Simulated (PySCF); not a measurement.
**Working out the ionisation energy of Ba**

Ba [Xe] 6s2 (1S) → Ba⁺ [Xe] 6s1 (2S). All numbers are calculated (PySCF 2.14, scalar relativity by spin-free X2C-1e, in aug-cc-pwCVTZ-X2C (11s10p8d4f, 109 functions)). Frozen: [Kr] 4d10. Energies in hartree (1 hartree = 27.21139 eV):

| part | Ba (lower) | Ba⁺ (upper) |
| --- | --- | --- |
| UHF | -8131.634353 | -8131.477380 |
| MP2 opposite-spin | -0.136626 | -0.112497 |
| MP2 same-spin | -0.049882 | -0.044023 |

Task: What does Hartree-Fock give?

Result: (-8131.477380) − (-8131.634353) = 0.156973 hartree = 4.271 eV.

Task: What do MP2 and SCS-MP2 (6/5 opposite-spin, 1/3 same-spin) give?

Result: The opposite-spin parts differ by 0.657 eV and the same-spin parts by 0.159 eV. MP2: 4.271 + (0.657) + (0.159) = 5.087 eV. SCS-MP2: 4.271 + 1.2 × (0.657) + (0.159)/3 = 5.112 eV.

Measured between the centres of the two terms (NIST): 5.212 eV, so MP2 (valence and next inner shell) is off by -0.125 eV.

What remains against the reference includes basis incompleteness, the frozen core and correlation beyond second order.
